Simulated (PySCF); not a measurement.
Sb(Br)(SiH3)2 (BrH₆SbSi₂), SMILES [Br][Sb]([SiH3])[SiH3]. Atoms are numbered in the order given.

```xyz
10

Sb    -0.4389    -0.7999     0.0000
Br     1.9007     0.3048     0.0000
Si    -1.2696     0.8340    -1.8539
H     -0.9691     2.2420    -1.4752
H     -2.7440     0.6599    -2.0231
H     -0.5835     0.4864    -3.1298
Si    -1.2696     0.8340     1.8539
H     -0.9691     2.2420     1.4752
H     -0.5835     0.4864     3.1298
H     -2.7440     0.6599     2.0231
```
Charge 0, spin multiplicity 1.

The structure is a stationary point at B3LYP-D3(BJ)/def2-SVP. The def2 effective core potentials stand for the cores of Sb; spin–orbit coupling is left out.

Level of theory: B3LYP/def2-TZVP (PySCF).

The molecule is in vacuum.

| Property | Value |
|---|---|
| total energy | -3397.22502 hartree |
| point group | Cs |
| highest occupied level | -6.94 eV |
| lowest empty level | -2.46 eV |
| orbital gap | 4.48 eV |
| dipole moment | 2.42 D |
| quadrupole, principal values (traceless, Buckingham form, about the centre of nuclear charge) | -2.57, 1.04, 1.53 D·Å |
| mean static polarisability | 126.1 bohr³ (18.69 Å³) |
| polarisability, principal values | 109.4, 133.0, 135.9 bohr³ |
